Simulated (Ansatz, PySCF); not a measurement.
Noncovalent pair: C2H4 (SMILES C=C) (first 6 atoms) with CH6Si (SMILES C[SiH3]); geometry from B3LYP-D3(BJ)/def2-TZVP, rigid monomers moved along the line of their centres of mass till H3···Si8 is 3.83 Å.
(charge 0, multiplicity 1):
```xyz
14

C      0.4907    -0.0153     0.0182
C     -0.8089     0.2180     0.1247
H      1.2180     0.5442     0.5933
H      0.8806    -0.7758    -0.6477
H     -1.5376    -0.3411    -0.4499
H     -1.1958     0.9785     0.7919
C     -0.7248    -1.0426     4.2706
Si     0.5687     0.3103     4.3615
H     -1.6789    -0.6963     4.6722
H     -0.4134    -1.9162     4.8464
H     -0.8801    -1.3507     3.2361
H      0.1378     1.5078     3.5990
H      1.8606    -0.1539     3.8001
H      0.7979     0.7218     5.7689
```

Counterpoise-corrected where a basis set is named; no monomer relaxation.

Cores are frozen in the correlated methods.

Programs: Ansatz (a program for electronic structure); PySCF for the dispersion terms. Values without a source in brackets are computed.

PBE/def2-TZVPPD gives -0.63 kcal/mol for the interaction energy.

Q: How do the other levels lie against it? Give each less PBE: PBE-D3(BJ)/def2-TZVPPD, r2SCAN/def2-TZVPPD, PBE0/def2-TZVPPD, wB97M-V/def2-TZVPPD, MP2/aug-cc-pV(D+d)Z, CCSD(T)/aug-cc-pV(D+d)Z.

A: PBE-D3(BJ)/def2-TZVPPD -0.97; r2SCAN/def2-TZVPPD -0.14; PBE0/def2-TZVPPD 0.07; wB97M-V/def2-TZVPPD -0.61; MP2/aug-cc-pV(D+d)Z -0.57; CCSD(T)/aug-cc-pV(D+d)Z -0.53 kcal/mol. 1 of 6 lie above PBE; the widest gap is to PBE-D3(BJ)/def2-TZVPPD.
